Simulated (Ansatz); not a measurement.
Consider the substitution at a C–F bond: `C=C(F)F` + `N[SiH3]` → `C=C(F)N[SiH3]` + H–F.

Program: Ansatz. Geometries: PBE0-D4/def2-TZVP. ΔE: electronic, gas phase. CCSD(T)/CBS is the MP2 limit (def2-TZVPP, def2-QZVPP) plus CCSD(T) − MP2 in def2-TZVPP, frozen cores. This one scheme is used for every species. Functionals use def2-TZVPP. Each species was taken in one conformer, which may not be the lowest.

`C=C(F)F`:

Z-matrix (Å, degrees):
```
C
C 1 1.315
H 1 1.079 2 119.7
H 1 1.079 2 119.7 3 180.0
F 2 1.313 1 125.2 3 -180.0
F 2 1.313 1 125.2 3 0.0
```

`N[SiH3]`:

Z-matrix (Å, degrees):
```
Si
N 1 1.720
H 1 1.486 2 107.9
H 1 1.494 2 116.0 3 -120.3
H 1 1.486 2 107.9 3 119.4
H 2 1.007 1 119.6 3 -168.6
H 2 1.007 1 119.6 3 49.2
```

`C=C(F)N[SiH3]`:

Z-matrix (Å, degrees):
```
Si
N 1 1.741
H 1 1.483 2 112.0
H 1 1.484 2 103.8 3 118.6
H 1 1.483 2 112.0 3 -122.7
C 2 1.367 1 125.5 3 61.4
H 2 1.006 1 120.0 3 -118.7
F 6 1.344 2 109.7 1 -0.1
C 6 1.327 2 130.2 1 179.9
H 9 1.079 6 119.9 2 180.0
H 9 1.080 6 120.5 2 -0.0
```

H–F:

```xyz
2

F    -0.403    0.122   -0.185
H     0.403   -0.122    0.185
```

| species | r2SCAN energy (Eh) |
| --- | --- |
| `C=C(F)F` | -277.06173 |
| `N[SiH3]` | -347.23951 |
| `C=C(F)N[SiH3]` | -523.86555 |
| H–F | -100.44665 |

(1) Work out ΔE.

Largest T1 diagnostic among the species: 0.012.

Answers

(1) ΔE = (-523.86555) + (-100.44665) − (-277.06173) − (-347.23951) = -0.01096 Eh = -28.8 kJ/mol. CCSD(T)/CBS gives -40.8 kJ/mol.

In def2-TZVPP, CCSD(T) changes the Hartree–Fock value by −14.9 kJ/mol (the triples alone add −1.8 kJ/mol) and MP2 by −24.1 kJ/mol. From r2SCAN to r2SCAN0 (25 % exact exchange), in def2-TZVPP and without D4, ΔE moves by −3.0 kJ/mol.
